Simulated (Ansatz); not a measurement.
```yaml
crystal:
  periodic: [false, false, false]
  atoms:
    - {symbol: Si, position_ang: [-0.680208, 1.066915, -0.955276]}
    - {symbol: N, position_ang: [0.530320, 0.621469, 0.199470]}
    - {symbol: Ge, position_ang: [0.768251, -1.036351, 0.976156]}
    - {symbol: H, position_ang: [-1.318309, -0.070398, -1.681049]}
    - {symbol: H, position_ang: [-0.086888, 1.998435, -1.949356]}
    - {symbol: H, position_ang: [-1.731158, 1.778781, -0.172441]}
    - {symbol: H, position_ang: [2.099761, -1.563421, 0.416098]}
    - {symbol: H, position_ang: [-0.368312, -2.029681, 0.657866]}
    - {symbol: H, position_ang: [0.875042, -0.811948, 2.491430]}
basis:
  gaussian: {orbitals: def2-SVP, final_grid: {core_spheres: 1, valence_spheres: 1, degree: 5}}
magnetization: {spin_polarized: true, initial_magnetization: 1}
hamiltonian: {xc: {name: PBE}}
```

```sh
$ ansatz run in.yaml --threads 4 --pin off --events-out ev --progress --plain --max-ram 10444MiB
```

Output, abridged:

```
Functional definition: PBE
1067 factors; their error is unknown
mean field evaluation 1: about -65949.2317 eV, gradient 4.1e1 eV
mean field evaluation 2: about -65902.2001 eV, gradient 9.2e1 eV
mean field evaluation 4: about -65955.8829 eV, gradient 8.8e0 eV
mean field evaluation 8: about -65918.7169 eV, gradient 1.1e2 eV
mean field evaluation 16: about -65958.5343 eV, gradient 2.6e-2 eV
mean field -65958.53426736 eV, -2423.9314260251 hartree, gradient 6.4e-5 eV, S^2 0.757053; 3 other end points of the search recorded, 0 dependent functions left out
reference -65958.53452515 eV, -2423.9314354988 hartree; 30, 29 occupied and 64, 65 virtual orbitals, 1067 factors
Total energy: -65958.53452515 eV, -2423.9314354988 hartree
```

What is wrong with this run?

The integration grid is far too coarse. The run converged. The result belongs to that input, not to the molecule as meant.
